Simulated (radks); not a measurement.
The numbers below are computed, except where a source is named.
Problem. Ionisation of the mercury ion Hg2+, [Xe] 4f14 5d10, to Hg3+, [Xe] 4f14 5d9, under several functionals. Scalar-relativistic Kohn-Sham, spin-unpolarised, spherical densities, finite nucleus; a radial shooting solver on a logarithmic mesh with Libxc functionals. Known Delta-SCF values: B86b exchange with PBE correlation 35.549 eV. What does exchange-only r2SCAN give, and what is its highest occupied eigenvalue?

Solution. 34.580 eV by Delta-SCF; the 5d eigenvalue is -27.846 eV. NIST: 34.49 eV (measured).

Beside tabulated values, note that spin-unpolarised runs miss the spin-polarisation part of the exchange energy of open shells.
